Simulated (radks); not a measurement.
Values are calculated unless marked as measured or tabulated.
Effect of the nuclear size on the technetium ion Tc+, [Kr] 4d5 5s1. Level of theory: Dirac Kohn-Sham, PBE, spin-unpolarised, spherical densities, finite nucleus; open shells are shared between the two j in proportion to 2j + 1; Fermi nuclear charge, rms radius 4.4112 fm (a radial shooting solver on a logarithmic mesh with Libxc functionals). The rms radius is varied about that value; shifts are against it.

| rms radius (fm) | total energy shift (eV) | density at nucleus (e/bohr^3) | 1s1/2 shift (meV) | 2s1/2 shift (meV) | 3p1/2 shift (meV) | 4s1/2 shift (meV) | 4p1/2 shift (meV) | 5s1/2 shift (meV) |
|---|---|---|---|---|---|---|---|---|
| 3.6922 | -0.504 | 1.022e+05 | -213 | -23.0 | 0.310 | -0.685 | 0.064 | -0.067 |
| 4.1906 | -0.163 | 1.007e+05 | -68.8 | -7.43 | 0.100 | -0.222 | 0.021 | -0.022 |
| 4.4112 | 0 | 1.002e+05 | 0.000 | 0.000 | 0.000 | 0.000 | 0.000 | 0.000 |
| 4.7994 | 0.305 | 9.921e+04 | 129 | 13.9 | -0.187 | 0.415 | -0.039 | 0.041 |
| 5.3817 | 0.805 | 9.793e+04 | 340 | 36.7 | -0.494 | 1.09 | -0.102 | 0.107 |

Slopes of the eigenvalues against <r^2> in GHz/fm^2, as finite differences over the two radii next to the reference (eigenvalue slopes, not the field-shift constants of lines): 1s1/2 8730, 2s1/2 942, 3p1/2 -12.7, 4s1/2 28.1, 4p1/2 -2.63, 5s1/2 2.75.
